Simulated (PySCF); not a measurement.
Input of a run (PBE0-D3(BJ)/def2-SVP geometry optimisation, gas phase (PySCF 2.14.0)), started from GFN2-xTB:
```
{"job": {"xc": "PBE0", "basis": "def2-SVP", "d3": "d3bj", "grid": 1, "kind": "geom"}, "charge": 0, "multiplicity": 1}
C      3.624556     0.026129     0.535508
C      2.170488    -0.355466     0.784981
C      1.294833    -0.039852    -0.425477
C     -0.160131    -0.503487    -0.268837
C     -0.902785    -0.278028    -1.555473
C     -2.128173     0.211945    -1.635393
C     -2.948037     0.585650    -0.439697
C     -2.372435    -0.039564     0.826682
C     -0.868749     0.205694     0.887398
H      3.706532     1.089787     0.322299
H      4.234479    -0.196829     1.407931
H      4.024781    -0.524019    -0.313432
H      2.107975    -1.423549     1.007244
H      1.805600     0.188145     1.657696
H      1.306121     1.037317    -0.610905
H      1.724221    -0.529472    -1.303641
H     -0.149609    -1.584226    -0.067678
H     -0.366181    -0.547476    -2.455700
H     -2.594254     0.365683    -2.599627
H     -2.961909     1.676866    -0.343088
H     -3.981932     0.263746    -0.588806
H     -2.859740     0.380804     1.709052
H     -2.562042    -1.115193     0.817451
H     -0.475897    -0.149722     1.841061
H     -0.678648     1.279259     0.819583
```

Output (energies in Eh, forces in Eh/bohr):
```
step   0  E = -351.92527839  max force = 0.013963
step   1  E = -351.92793843  max force = 0.002703
step   2  E = -351.92798030  max force = 0.000653
step   3  E = -351.92798269  max force = 0.000964
step   4  E = -351.92798670  max force = 0.000159
optimisation converged
```

Question: Summarise the run.

Answer: The energy falls by 7.1 kJ/mol over 5 energy and gradient evaluations, the largest force component goes from 0.0140 to 1.6e-04 Eh/bohr, and the atoms move by 0.034 Å rms after alignment. Among the bonds, C5=C6, C1–H10, C1–H12, C5–H18 and C6–H19 change most and about equally (+0.014 to +0.015 Å). Bonds longer at the end by more than 0.005 Å: 17 of 25; shorter: 0. Among the angles that change most is H13–C2–H14, from 107.8° to 105.8°. The energy never rose by more than 1e-6 Eh on the way. The first step brought 98 % of the lowering.

Question: What are the final bond lengths?

Answer: C1–C2 1.521 Å, C2–C3 1.523 Å, C3–C4 1.532 Å, C4–C5 1.505 Å, C5=C6 1.337 Å, C6–C7 1.499 Å, C7–C8 1.524 Å, C8–C9 1.523 Å, C4–C9 1.530 Å, C1–H10 1.102 Å, C1–H11 1.101 Å, C1–H12 1.102 Å, C2–H13 1.105 Å, C2–H14 1.103 Å, C3–H15 1.106 Å, C3–H16 1.105 Å, C4–H17 1.110 Å, C5–H18 1.096 Å, C6–H19 1.095 Å, C7–H20 1.107 Å, C7–H21 1.103 Å, C8–H22 1.101 Å, C8–H23 1.104 Å, C9–H24 1.101 Å, C9–H25 1.106 Å. Numbering counts from 1 in the input's order; the species is `CCC[C@@H]1C=CCCC1`.

The run used 206 basis functions and 29 SCF cycles in all.

Not checked by PBE0-D3(BJ)/def2-SVP frequencies. One conformer, not necessarily the lowest.
